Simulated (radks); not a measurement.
Removal energies from the antimony ion Sb13+, [Kr] 4d2, by Delta-SCF beside the eigenvalue of the level emptied. Method: scalar-relativistic Kohn-Sham, PBE, spin-polarised, spherical densities, finite nucleus; Fermi nuclear charge, rms radius of each element as measured or else 0.836 A^(1/3) + 0.57 fm; computed with a radial shooting solver on a logarithmic mesh with Libxc functionals. Open shells are filled with parallel spins first.

removed from    final configuration  Delta-SCF (eV)  -eigenvalue (eV)
4d                         [Kr] 4d1          291.83            278.84
4p            [Ar] 3d10 4s2 4p5 4d2          365.67            352.23
4s            [Ar] 3d10 4s1 4p6 4d2          417.14            403.14
3d             [Ar] 3d9 4s2 4p6 4d2          828.57            798.35
